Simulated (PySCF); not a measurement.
SMILES CO[SiH2][SiH2]C(=O)O, GFN2-xTB optimised geometry.

```
15

C      2.58    -2.11     0.16
O      1.38    -1.41     0.11
Si     1.15     0.20     0.00
Si    -1.15     0.20     0.00
C     -1.65     2.04     0.00
O     -0.91     2.96    -0.25
O     -2.94     2.23     0.30
H      3.17    -1.81     1.02
H      3.17    -1.93    -0.74
H      2.35    -3.18     0.23
H      1.83     0.72    -1.20
H      1.82     0.87     1.12
H     -1.82    -0.35    -1.19
H     -1.88    -0.38     1.14
H     -3.17     3.18     0.28
```

Density from B3LYP/def2-TZVP (PySCF) at that geometry.

Minimum of the electron density along straight lines between bonded atoms, close to the bond critical point (lines longer than 1.1 times the sum of covalent radii, or with two minima, are not listed):

```json
[
 {"bond": "C1–O2", "length / Å": "1.394", "ρ at the minimum / e bohr⁻³": "?", "∇²ρ there / e bohr⁻⁵": "-0.52", "position (fraction from the first atom)": "0.35"},
 {"bond": "O2–Si3", "length / Å": "1.628", "ρ at the minimum / e bohr⁻³": "0.141", "∇²ρ there / e bohr⁻⁵": "0.89", "position (fraction from the first atom)": "0.59"},
 {"bond": "Si3–Si4", "length / Å": "2.297", "ρ at the minimum / e bohr⁻³": "0.104", "∇²ρ there / e bohr⁻⁵": "-0.19", "position (fraction from the first atom)": "0.38"},
 {"bond": "Si4–C5", "length / Å": "1.912", "ρ at the minimum / e bohr⁻³": "0.114", "∇²ρ there / e bohr⁻⁵": "0.19", "position (fraction from the first atom)": "0.39"},
 {"bond": "C5–O6", "length / Å": "1.209", "ρ at the minimum / e bohr⁻³": "?", "∇²ρ there / e bohr⁻⁵": "-0.24", "position (fraction from the first atom)": "0.34"},
 {"bond": "C5–O7", "length / Å": "1.336", "ρ at the minimum / e bohr⁻³": "?", "∇²ρ there / e bohr⁻⁵": "-0.59", "position (fraction from the first atom)": "0.34"},
 {"bond": "C1–H8", "length / Å": "1.092", "ρ at the minimum / e bohr⁻³": "0.286", "∇²ρ there / e bohr⁻⁵": "-1.01", "position (fraction from the first atom)": "0.64"},
 {"bond": "C1–H9", "length / Å": "1.092", "ρ at the minimum / e bohr⁻³": "0.286", "∇²ρ there / e bohr⁻⁵": "-1.01", "position (fraction from the first atom)": "0.64"},
 {"bond": "C1–H10", "length / Å": "1.090", "ρ at the minimum / e bohr⁻³": "0.288", "∇²ρ there / e bohr⁻⁵": "-1.03", "position (fraction from the first atom)": "0.65"},
 {"bond": "Si3–H11", "length / Å": "1.473", "ρ at the minimum / e bohr⁻³": "0.125", "∇²ρ there / e bohr⁻⁵": "0.16", "position (fraction from the first atom)": "0.49"},
 {"bond": "Si3–H12", "length / Å": "1.474", "ρ at the minimum / e bohr⁻³": "0.124", "∇²ρ there / e bohr⁻⁵": "0.15", "position (fraction from the first atom)": "0.49"},
 {"bond": "Si4–H13", "length / Å": "1.473", "ρ at the minimum / e bohr⁻³": "0.122", "∇²ρ there / e bohr⁻⁵": "0.18", "position (fraction from the first atom)": "0.49"},
 {"bond": "Si4–H14", "length / Å": "1.471", "ρ at the minimum / e bohr⁻³": "0.123", "∇²ρ there / e bohr⁻⁵": "0.17", "position (fraction from the first atom)": "0.49"},
 {"bond": "O7–H15", "length / Å": "0.975", "ρ at the minimum / e bohr⁻³": "0.347", "∇²ρ there / e bohr⁻⁵": "-2.34", "position (fraction from the first atom)": "0.80"}
]
```

Fill in the missing entries.


- C1–O2, ρ at the minimum / e bohr⁻³: 0.265
- C5–O6, ρ at the minimum / e bohr⁻³: 0.427
- C5–O7, ρ at the minimum / e bohr⁻³: 0.311
